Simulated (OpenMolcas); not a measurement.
Zr2+: Racah parameters, the spin-orbit constant, worked from levels

```json
{
  "Program": "OpenMolcas",
  "Basis": "ANO-R1 [6s4p3d1f]",
  "Scalar Hamiltonian": "X2C, finite nucleus",
  "Active space": "2 electrons in 5 orbitals (4d)",
  "State averaging": "2S+1 = 3 even, 10 roots; 2S+1 = 1 even, 15 roots",
  "Spin-orbit coupling": "RASSI with atomic mean-field integrals over the reference wave functions, term energies averaged over their components"
}
```

Methods: CASSCF; SS-CASPT2, IPEA 0.25 Eh, imaginary shift 0.1 Eh (closed shells correlated: 4s 4p). Measured levels: Moore, Atomic Energy Levels, vol. II, NSRDS-NBS 35 (1971 reprint of NBS Circular 467, 1952); NIST levels as listed in Rynkun, Gaigalas and Jonsson, Astron. Astrophys. 637, A10 (2020).

**Racah parameters.** Above 3F, d2 has 3P at 15B, 1G at 12B + 2C and 1D at 5B + 2C. The first two fix B and C, and the third tests them; where it misses by thousands of cm-1, two parameters do not describe the configuration (Trees and configuration-interaction terms are left out) and B and C hang on the terms chosen. Term energies are centres of gravity, weighted by 2J + 1.

| Source | 3P | 1G | B | C | C/B | 1D from B, C | 1D found |
| --- | --- | --- | --- | --- | --- | --- | --- |
| CASSCF | 9101 | 11888 | 607 | 2304 | 3.80 | 7643 | 7561 |
| SS-CASPT2 | 7842 | 10698 | 523 | 2212 | 4.23 | 7039 | 4461 |
| measured | 7717 | 10185 | 514 | 2006 | 3.90 | 6582 | 4878 |

Energies in cm-1. From CASSCF to SS-CASPT2, B changes by -13.8 % and C by -4.0 %. Against the measured terms, SS-CASPT2 has B off by +1.8 % and C by +10.3 %.

**The spin-orbit constant.** For the Hund term 3F of d2, E(J) = (A/2) J(J+1) + constant and ζ = 2S·A = 2A. From J = 2 to J = 4 the energy changes by 7 A.

```tsv
Source	E(4) - E(2)	A	ζ
CASSCF	1278.6	182.7	365
SS-CASPT2	1299.7	185.7	371
measured	1486.4	212.3	425
```

All in cm-1. SS-CASPT2 is off by -12.6 % and CASSCF by -14.0 %. Both methods take the spin-orbit matrix elements from the reference wave functions, so the second can move ζ only through the term energies and any multistate remixing. Second-order mixing with other terms is absorbed into this ζ.

CASPT2 does not keep the components of a term degenerate, so their means are used; among the terms shown or strongly mixed into the levels shown the widest spread is 300 cm-1 (4d2 1G, SS-CASPT2). Levels of configurations with an s electron are missing; early in the row they begin among the upper levels of the d shell and mix with terms of their name. Without dynamic correlation excited terms often stand tens of per cent too high (terms of higher spin than the ground term too low), and those without a measured partner can miss by more than the paired ones (holds for CASSCF). Some levels mix across a computed gap that differs much from the measured one, so their mixing is not that of the real levels (holds for CASSCF). Computed and measured levels are paired by configuration, term and J; levels that our copy of the source lacks, or whose pairing is in doubt (as where it misses far off the trend of its configuration), stay unpaired and out of the deviations. Levels of configurations outside the active space are missing.
